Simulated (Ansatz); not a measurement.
Process, species as SMILES: C[C@@H]1CC[C@H](C)C1 -> C[C]1CC[C@@H](C)C1 + H atom (the C-H bond at the site shown breaks; other sites are not compared here)
Each molecule is optimised on its own at B3LYP-D3(BJ)/def2-TZVP (Ansatz, an electronic-structure program), one conformer each, not searched for the lowest. Frequencies are from Ansatz.

Wanted: bond dissociation energy (enthalpy at 298 K, with B3LYP-D3(BJ) rigid-rotor harmonic-oscillator terms), in kcal/mol. Correlated levels leave the core frozen unless marked. UHF or UKS for open shells. No spin-orbit coupling. Non-relativistic. Basis-set limits of correlation are two-point, X^-3; Hartree-Fock from the larger set. The bracket is a focal-point correction in the basis named.

```tsv
level	program	bond dissociation energy (kcal/mol)
HF/STO-3G	Ansatz	95.3
PBE/def2-TZVPD	Ansatz	87.2
PBE-D3(BJ)/def2-TZVPD	Ansatz + dftd3	87.9
BLYP-D4/def2-TZVPD	Ansatz + dftd4	88.5
revPBE-D4/def2-TZVPD	Ansatz + dftd4	87.2
r2SCAN-D3(BJ)/def2-TZVPD	Ansatz + dftd3	86.8
B3LYP/def2-TZVPD	Ansatz	89.4
PBE0-D3(BJ)/def2-TZVP	Ansatz + dftd3	88.5
PBE0/def2-TZVPD	Ansatz	87.9
BHLYP-D3(BJ)/def2-TZVPD	Ansatz + dftd3	90.0
HSE06-D3(BJ)/def2-TZVPD	Ansatz + dftd3	88.3
HSE06-D4/def2-TZVPD	Ansatz + dftd4	88.4
CAM-B3LYP/def2-TZVPD	Ansatz	90.6
LC-wPBE-D4/def2-TZVPD	Ansatz + dftd4	89.2
B2PLYP-D4/def2-TZVPD	Ansatz + dftd4	91.1
B2PLYP/def2-TZVPD	Ansatz	90.7
RPA@PBE/cc-pVTZ	Ansatz	93.8
MP2/STO-3G	Ansatz	107.6
SCS-MP2/STO-3G	Ansatz	109.4
SCS-MP2/6-31G*	Ansatz	87.7
RI-MP2/CBS(cc-pVTZ,cc-pVQZ)+[CCSD(T)-MP2]/cc-pVTZ	Ansatz	95.3
```
